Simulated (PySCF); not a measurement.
**A small calculation by hand: entropy of an ideal gas**

B(CF3)(H)2 (CH2BF3), SMILES BC(F)(F)F.

Geometry optimised at B3LYP-D3(BJ)/def2-SVP.

PySCF 2.14.0 with B3LYP-D3(BJ)/def2-SVP gives the harmonic wavenumbers 143, 227, 322, 507, 523, 577, 811, 834, 1011, 1110, 1184, 1199, 1355, 2625, 2739 cm⁻¹ and the rotational temperatures 0.2706, 0.2528, 0.2437 K. The molar mass is 81.83 g/mol, the symmetry number 1, the spin multiplicity 1.

Problem. Work out the entropy at 298.15 K and 1 atm in the rigid-rotor, harmonic-oscillator model.

Solution. 
Translation (Sackur–Tetrode at 1 atm): S = R[1.5 ln M + 2.5 ln T − 1.16487] = 163.7 J/(mol K).
Rotation: q = (√π/σ) T^1.5/√(θA θB θC) = 70700, S = R[ln q + 3/2] = 105.3 J/(mol K).
Vibration: with u = 1.4388 ν/T, each mode gives R[u/(e^u − 1) − ln(1 − e^−u)]:
| ν (cm⁻¹) | modes | u | S (J/(mol K)) |
|---|---|---|---|
| 143 | 1 | 0.69 | 11.56 |
| 227 | 1 | 1.10 | 7.96 |
| 322 | 1 | 1.55 | 5.44 |
| 507 | 1 | 2.45 | 2.68 |
| 523 | 1 | 2.52 | 2.52 |
| 577 | 1 | 2.78 | 2.05 |
| 811 | 1 | 3.91 | 0.83 |
| 834 | 1 | 4.02 | 0.76 |
| 1011 | 1 | 4.88 | 0.37 |
| 1110 | 1 | 5.36 | 0.25 |
| 1184 | 1 | 5.71 | 0.18 |
| 1199 | 1 | 5.79 | 0.17 |
| 1355 | 1 | 6.54 | 0.09 |
The stiffer modes add less than 0.005 each. Sum 34.9 J/(mol K).
Spin: R ln 1 = 0.0 J/(mol K).
Total 303.9 J/(mol K); the program's own thermochemistry gives 303.8. Translation makes up 54 % and vibration 11 %. Anharmonicity, hindered rotation and orbital degeneracy are left out.
